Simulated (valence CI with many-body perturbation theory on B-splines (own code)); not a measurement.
# V¹⁸⁺: magnetic and hyperfine properties of the levels

Calculated by valence CI with perturbative core correlation (CI+MBPT): three valence electrons over a frozen Dirac-Fock core [He], radial functions for each j: 11 s, 11 p, 9 d, 7 f, 5 g, 2 h, 1 i, with the one-electron correlation potential Σ1, the two-electron term Σ2, the three-electron term Σ3, Breit, model QED; selected CI, second order for the rest (own B-spline code, finite nucleus).

No measured levels were compared; by estimate levels of excited configurations hold to 0.05 to 0.15 % of their energy, terms of the ground configuration to about 0.5 %.

A/g_I is the dipole constant over the nuclear g factor μ/I (μ in nuclear magnetons, uniformly magnetised nucleus), B/Q the quadrupole constant per barn. Both hold the static response of the core; the bare values leave it out. Large factors of s and p1/2 electrons are usually good to 5 to 10 %; those of open d and f shells near neutrality can be off by tens of per cent, and small factors of p3/2, d and f electrons come from cancelling terms and can be off by a factor of two or in sign, in half-filled shells by more. B is blank for J = 1/2, where it vanishes, and for nearly pure S terms. Energies count from the lowest level.

Names give the largest LS component (configuration and term), which can be under half, so a name can repeat, a term be missing and a line seem to break the LS rules; names also repeat where a configuration has a term twice. Letters in brackets count levels of one name in rising energy.

```csv
Level,E (eV),g,A/g_I (MHz),A/g_I bare,B/Q (MHz/b),B/Q bare
2s²2p ²P°_1/2,0.00,0.662,104000,102000,,
2s²2p ²P°_3/2,8.51,1.331,19700,20900,35700,35800
2s2p² ⁴P_1/2,41.14,2.651,185000,184000,,
2s2p² ⁴P_3/2,44.79,1.729,81700,81600,29000,29100
2s2p² ⁴P_5/2,48.88,1.588,86000,85900,-34300,-34500
2s2p² ²D_3/2,74.07,0.811,-16800,-14900,49000,49200
2s2p² ²D_5/2,75.13,1.208,94400,92400,70300,70600
2s2p² ²P_1/2,88.85,1.336,154000,149000,,
2s2p² ²S_1/2,97.83,1.341,215000,208000,,
2s2p² ²P_3/2,99.53,1.319,-19100,-15600,-35100,-35200
2p³ ⁴S°_3/2,127.76,1.971,-5070,1130,,
2p³ ²D°_3/2,142.92,0.864,21200,20500,26900,27100
2p³ ²D°_5/2,144.66,1.197,34600,35800,-373,-375
2p³ ²P°_1/2,160.28,0.662,104000,102000,,
2p³ ²P°_3/2,163.46,1.293,18100,20000,-27100,-27300
2s²3s ²S_1/2,758.31,2.001,94600,92300,,
2s²3p ²P°_1/2,777.42,0.665,26000,25600,,
2s²3p ²P°_3/2,779.80,1.333,10800,11000,11000,11000
2s2p3s ⁴P°_1/2,796.84,2.634,206000,201000,,
2s²3d ²D_3/2,797.41,0.798,3580,3560,1900,1950
2s²3d ²D_5/2,798.11,1.199,1360,1360,2650,2710
2s2p3s ⁴P°_3/2,799.21,1.714,138000,136000,-27300,-27500
2s2p3s ⁴P°_5/2,804.92,1.598,98000,96600,37000,37200
2s2p3s ²P°_1/2 [a],807.01,0.687,58600,58200,,
2s2p3s ²P°_3/2 [a],813.08,1.344,96900,95800,34200,34300
2s2p3p ⁴D_1/2,813.74,0.178,-26300,-25300,,
2s2p3p ⁴D_3/2,815.82,1.232,95400,93900,-13600,-13600
2s2p3p ²P_3/2 [a],819.06,1.454,50900,50200,-5800,-5830
2s2p3p ²P_1/2 [a],819.20,0.571,-88900,-87200,,
2s2p3p ⁴D_5/2,819.58,1.377,66400,65600,4800,4810
2s2p3p ⁴P_1/2,823.35,2.609,213000,209000,,
2s2p3p ⁴S_3/2,823.79,1.612,84700,83700,-5570,-5600
2s2p3p ⁴D_7/2,824.70,1.427,59200,58700,47500,47800
2s2p3p ⁴P_3/2,827.11,1.311,78700,77700,31800,31900
2s2p3p ²D_3/2 [a],828.23,1.445,66900,66100,20900,21000
2s2p3p ⁴P_5/2,828.62,1.519,82000,81100,597,610
2s2p3d ⁴F°_3/2,831.48,0.443,-34500,-33500,9260,9340
2s2p3p ²D_5/2 [a],832.55,1.267,53300,53000,36000,36100
2s2p3d ⁴F°_5/2,832.94,1.057,28600,28200,1480,1530
2s2p3d ⁴F°_7/2,835.28,1.258,44800,44100,-296,-244
```

Q: Take the isotope of mass number 50, with I = 6, μ = 3.3442 μN and Q = 0.21 b. What is the hyperfine structure of 2s2p² ²D_5/2?

A: From the table A = 52600 MHz, B = 14800 MHz. Shifts from the centre of gravity in MHz: F = 7/2: -915000, F = 9/2: -682000, F = 11/2: -397000, F = 13/2: -56700, F = 15/2: 339000, F = 17/2: 793000.
